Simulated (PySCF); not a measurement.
Structure problem from calculated spectra and properties.

Formula: C6H4Cl2O2.

| Property | Result |
| --- | --- |
| Dipole | 4.10 D [PBE0/pcSseg-1] |
| 1H NMR | chemical shifts (computed TMS as zero) by class: 7.60 (1 H), 2.60 (3 H) ppm [GIAO PBE0/pcSseg-1] |
| 13C NMR | chemical shifts (computed TMS as zero) by class: 163.5 (1 C), 163.0 (1 C), 147.2 (1 C), 131.6 (1 C), 129.4 (1 C), 14.8 (1 C) ppm [GIAO PBE0/pcSseg-1] |
| Rotational structure | rotational constants A, B, C: 2.188, 0.531, 0.428 GHz [GFN2-xTB] |
| NMR, other nuclei | isotropic shieldings of nuclei other than C and H, by class: -195 (1 O), 18 (1 O), 530 (1 Cl), 814 (1 Cl) ppm [GIAO PBE0/pcSseg-1] |

Electronic properties: PySCF, gas phase, density fitting. Levels stand in brackets. One conformer (not necessarily the lowest) at the GFN2-xTB geometry, without solvent, vibrations or thermal averaging. GFN2-xTB frequencies show an imaginary mode (26i cm⁻¹), so this geometry is no minimum at that level. NMR classes are plain means over equivalent atoms (diastereotopic ones count apart unless rotation or inversion swaps them), as if these changed places fast.

Question: What is the compound? Reason from the data.

Answer: Numbering: `[CH3:1][c:2]1[o:3][c:4]([C:5](=[O:6])[Cl:7])[cH:8][c:9]1[Cl:10]`. Its formula, C6H4Cl2O2, gives 4 degrees of unsaturation: 1 ring and 3 π bonds in the structure found (Kekulé form). 6 carbons fall into 6 classes; from least to most shielded: substituted aromatic carbon [C2] (163.5 ppm), acyl halide carbon [C5] (163.0 ppm), substituted aromatic carbon [C4] (147.2 ppm), aromatic CH carbon [C8] (131.6 ppm), aromatic C–Cl carbon [C9] (129.4 ppm), benzylic-type carbon [C1] (14.8 ppm). Hydrogen classes from least to most shielded: 1 H on an aromatic CH carbon, C8 (7.60 ppm), 3 H on a benzylic-type carbon, C1 (2.60 ppm). The other shieldings belong to: -195 ppm, carbonyl oxygen [O6]; 18 ppm, furan-type oxygen [O3]; 530 ppm, chlorine bonded to C [Cl7]; 814 ppm, aryl chlorine [Cl10]. By its constants the optimised geometry is an asymmetric top. Structure: `Cc1oc(C(=O)Cl)cc1Cl`. The assignments are read from this structure; whether some other isomer fits the data as well wasn't checked.

The values belong to the conformer `[CH3:1][c:2]1[o:3][c:4]([C:5](=[O:6])[Cl:7])[cH:8][c:9]1[Cl:10]`: O3–C4–C5–O6 180°.
